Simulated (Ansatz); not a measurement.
Computed with Ansatz.

A structure relaxed at PBE0-D4/def2-TZVP, charge 0, multiplicity 1:

```xyz
11

Al    0.404   -1.957    1.620
O     0.096   -0.642    0.561
C    -0.915    0.235    0.445
N    -0.982    1.151   -0.405
Si    0.245    1.450   -1.602
H     1.758   -2.713    1.370
H    -0.680   -2.276    2.723
H    -1.717    0.087    1.180
H     0.429    0.278   -2.501
H    -0.192    2.608   -2.419
H     1.554    1.781   -0.973
```

Problem. Give its formula and SMILES.

Solution. CH6AlNOSi, `[AlH2][O]/C=N\[SiH3]`.

Problem. Point group (tolerance 0.08 Å, 0.16 Å for H)?

Solution. Cs.

Problem. Summarise the bond lengths by kind.

Solution. 1 × Al–O 1.717 Å; 2 × Al–H 1.571 to 1.578 Å; 1 × C–O 1.344 Å; 1 × C–N 1.252 Å; 1 × C–H 1.098 Å; 1 × N–Si 1.740 Å; 3 × H–Si 1.483 to 1.489 Å.
